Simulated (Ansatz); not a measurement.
HGa, SMILES `[GaH]` (excited triplet) (charge 0, multiplicity 3). This triplet is an excited state, 2.07 eV above the relaxed singlet at the level composite: frozen-core CCSD(T) with HF/cc-pV5Z and the correlation energy extrapolated as X^-3 from cc-pVQZ and cc-pV5Z, plus CCSDT(Q) minus CCSD(T) in cc-pVTZ // B3LYP-D3(BJ)/def2-TZVP (Ansatz, a program for electronic structure).

All values below come from LDA/cc-pVTZ // B3LYP-D3(BJ)/def2-TZVP run with Ansatz.

Ansatz 0.2 input:
```yaml
crystal:
  periodic: [false, false, false]
  atoms:
    - { symbol: Ga, position_ang: [0.812359, -0.000005, -0.000003] }
    - { symbol: H, position_ang: [-0.812359, 0.000005, 0.000003] }
basis:
  gaussian: { orbitals: cc-pVTZ }
hamiltonian:
  xc: lda
magnetization:
  spin_polarized: true
  initial_magnetization: 2
```

Output:

```
Functional definition: SPW92
423 factors; their error is unknown
mean field evaluation 1: about -52308.2371 eV, gradient 1.7e1 eV
mean field evaluation 2: about -52307.3711 eV, gradient 2.1e1 eV
mean field evaluation 4: about -52309.0585 eV, gradient 2.0e0 eV
mean field evaluation 8: about -52309.0843 eV, gradient 1.2e0 eV
mean field evaluation 16: about -52309.0533 eV, gradient 2.0e0 eV
mean field evaluation 32: about -52309.0919 eV, gradient 1.4e-5 eV
mean field -52309.09192983 eV, -1922.3236720454 hartree, gradient 1.4e-5 eV, S^2 2.002108; 2 other end points of the search recorded, 0 dependent functions left out
reference -52309.09195493 eV, -1922.3236729677 hartree; 17, 15 occupied and 40, 42 virtual orbitals, 423 factors
Total energy: -52309.09195493 eV, -1922.3236729677 hartree
```
